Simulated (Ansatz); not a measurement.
Isolated molecules relaxed with PBE0-D4/def2-TZVP in Ansatz; ΔE leaves out vibrations. CBS: MP2 limit from def2 TZ/QZ plus the TZ coupled-cluster correction, frozen cores. DFT in def2-TZVPP. B3LYP here is the variant with VWN-RPA as its local correlation; programs differ in this. HSE06 is defined as in plane-wave codes. One conformer a species, not always the lowest.

Reaction (isomerisation): `BC1=C(S)C1` → `BC1=C(C)S1`

Is it downhill or uphill in electronic energy at CCSD(T)/CBS, and by how much? (An estimate is asked.)

Ansatz gave: Downhill: ΔE = -36.3 kJ/mol.

What do these levels give: ωB97X-V, B2PLYP, B3LYP, HSE06, CCSD/def2-TZVPP, CCSD(T)/def2-TZVPP? (Best estimate.)

Ansatz gave: ωB97X-V -22.4, B2PLYP -36.8, B3LYP -36.3, HSE06 -30.3, CCSD/def2-TZVPP -26.5, CCSD(T)/def2-TZVPP -32.9 kJ/mol.

Largest T1 diagnostic among the species: 0.018.

From r2SCAN to r2SCAN0 (25 % exact exchange), in def2-TZVPP and without D4, ΔE moves by +7.7 kJ/mol. At CCSD(T), def2-SVP lies +18.2 kJ/mol from the extrapolated value and def2-TZVPP +3.4 kJ/mol. Leaving LDA and LC-ωPBE aside and taking each functional with its dispersion term where it has one, the values, not all of them listed here, spread over 22.9 kJ/mol, from BLYP-D4 to ωB97X-V. LDA lies +4.4 kJ/mol from PBE without D4.
